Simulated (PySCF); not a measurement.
B(CF3)(F)(H) (CHBF4), SMILES FBC(F)(F)F.

Geometry: B3LYP-D3(BJ)/def2-SVP.

Method: TDA-ωB97X/def2-SVPD (PySCF).

Vertical excitations. Isolated molecule, no solvent.

Computed excitation energies, oscillator strengths and character:
```
state  energy (eV)  λ (nm)      f                                            main pairs
-----  -----------  ------  -----  ----------------------------------------------------
S1            6.35     195  0.000                                        HOMO→LUMO 95 %
S2            9.26     134  0.070                                      HOMO−2→LUMO 87 %
S3            9.62     129  0.004                                      HOMO−1→LUMO 93 %
S4            9.85     126  0.036                                      HOMO→LUMO+1 74 %
S5            9.96     124  0.000                                      HOMO−3→LUMO 79 %
S6           10.21     121  0.031                                      HOMO−4→LUMO 93 %
S7           10.69     116  0.016  HOMO−8→LUMO 55 %, HOMO−5→LUMO 30 %, HOMO−3→LUMO 11 %
S8           10.96     113  0.020  HOMO→LUMO+2 56 %, HOMO→LUMO+3 19 %, HOMO→LUMO+1 14 %
S9           11.24     110  0.067  HOMO−6→LUMO 41 %, HOMO−7→LUMO 26 %, HOMO→LUMO+3 13 %
S10          11.31     110  0.001                    HOMO−5→LUMO 63 %, HOMO−8→LUMO 30 %
T1            5.73     216      0                                        HOMO→LUMO 95 %
T2            8.00     155      0                                      HOMO−2→LUMO 82 %
T3            9.42     132      0                                      HOMO−1→LUMO 90 %
T4            9.45     131      0   HOMO→LUMO+1 53 %, HOMO→LUMO+9 11 %, HOMO→LUMO+2 8 %
```
Triplets are in the Tamm–Dancoff approximation.
